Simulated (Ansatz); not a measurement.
System: sum formula CrOF$_{2}$ (charge 0, triplet). The spin state was set by rule; other spins were not relaxed. SMILES: [F][Cr]([F])=[O]
Coordinates optimised at B3LYP-D3(BJ)/def2-TZVP (Ansatz, a first-principles code):
```xyz
4

Cr     0.0765    -0.0263    -0.0196
O      1.4978    -0.5153    -0.3834
F     -0.6488    -0.3813     1.5286
F     -0.8867     0.9095    -1.1356
```
Charge 0, spin multiplicity 3.

Wanted: vertical ionisation energy (to the doublet state of charge +1; each state is the SCF solution reached for its spin; the UHF <S^2> is 2.15 for the doublet (pure: 0.75) and 2.86 for the triplet (pure: 2.00); for the doublet T1 is 0.101; for the triplet T1 is 0.089), in eV. Valence correlation only, unless marked. UHF or UKS for open shells. No spin-orbit coupling. Frozen are the shells of the preceding noble gas and the d and f shells that filled before the atom's block. Non-relativistic. CBS(X,Y): correlation extrapolated as X^-3; Hartree-Fock from the larger set. The program attaches cautions to a run behind HF/def2-SVPD: large difference. The program attaches cautions to a run behind MP2/def2-SVPD: large difference. The program attaches cautions to a run behind SCS-MP2/def2-SVPD: large difference. The program attaches cautions to a run behind CCSD(T)/def2-SVPD: large difference.

| level | program | vertical ionisation energy (eV) |
|---|---|---|
| HF/def2-SVPD | Ansatz | 12.41 |
| HF/def2-TZVPPD | Ansatz | 11.98 |
| SVWN5/def2-TZVPD | Ansatz | 11.08 |
| r2SCAN/def2-TZVPD | Ansatz | 11.22 |
| B3LYP/def2-TZVPD | Ansatz | 11.73 |
| PBE0/def2-TZVPD | Ansatz | 11.80 |
| CAM-B3LYP/def2-TZVPD | Ansatz | 12.05 |
| wB97M-V/def2-TZVPD | Ansatz | 11.84 |
| wB97X-V/def2-TZVPD | Ansatz | 11.84 |
| MP2/def2-SVPD | Ansatz | 12.56 |
| RI-MP2/def2-QZVPPD | Ansatz | 12.17 |
| RI-MP2/CBS(def2-TZVPPD,def2-QZVPPD) | Ansatz | 12.23 |
| SCS-MP2/def2-SVPD | Ansatz | 12.50 |
| CCSD(T)/def2-SVPD | Ansatz | 11.61 |
